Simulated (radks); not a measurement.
Task: These are the eigenvalues of the occupied orbitals of an atom or ion with whole-number occupations (eV). Method: Dirac Kohn-Sham, PBE, spin-unpolarised, spherical densities, finite nucleus; Fermi nuclear charge, rms radius of each element as measured or else 0.836 A^(1/3) + 0.57 fm; computed with a radial shooting solver on a logarithmic mesh with Libxc functionals.

1s1/2: -82996.03
2s1/2: -14698.47
2p1/2: -14106.90
2p3/2: -12159.34
3s1/2: -3487.634
3p1/2: -3220.122
3p3/2: -2788.741
3d3/2: -2344.194
3d5/2: -2251.754
4s1/2: -766.7412
4p1/2: -651.8413
4p3/2: -547.6854
4d3/2: -359.5061
4d5/2: -340.0855
5s1/2: -117.7966
4f5/2: -97.9613
4f7/2: -93.7686
5p1/2: -79.8776
5p3/2: -61.6162
5d3/2: -11.0006
5d5/2: -9.1657
6s1/2: -6.8234

Which element is it, and in what charge state? The configuration may be excited. Open shells, if any, are shared by 2j + 1.

Result: Z = 80, mercury, charge 0: Hg in [Hg]. The list shows which subshells hold electrons but not how many an open one holds; the 1s level, -3050 hartree, gives Z - s = 78.1 by -(Z - s)^2/2, which with screening and relativity narrows Z to a few neighbours, and the depths of the outer levels then fix element, charge and occupations together.
